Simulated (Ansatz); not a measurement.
Stretching the Si1–S2 bond in SiS (multiplicity 1 held). Energies count from the point at 1.938 Å.


R- and RO- levels are restricted; in cc, def2 and unpolarised 6-31G sets they are followed outwards from rest. Unrestricted levels (U-) break spin symmetry where that is lower. Full CI gives the lowest state of the spin. Curves can end on different states.

Frozen-core correlation.

Run with Ansatz (an electronic-structure program). Values without a source in brackets are computed.

The comparison value is 4.201 eV (FCI/6-31G). Full CI is exact for the correlated electrons in its own basis alone.

Order these levels by the size of their error in the energy at R = 7.752 Å, against full CI in the same basis, smallest first: R-SCS-MP2/6-31G, R-MP2/6-31G, U-HF/6-31G, R-HF/6-31G, U-MP2/6-31G. Give each level's value less the comparison value.

U-MP2/6-31G (-0.023 eV), R-HF/6-31G (1.750 eV), U-HF/6-31G (-2.033 eV), R-SCS-MP2/6-31G (2.998 eV), R-MP2/6-31G (3.237 eV)

Doubts at one or more of the structures used: a restricted determinant that unrestricted orbitals would lower (R-SCS-MP2/6-31G, R-MP2/6-31G, R-HF/6-31G); a spin-contaminated determinant (U-HF/6-31G, U-MP2/6-31G).
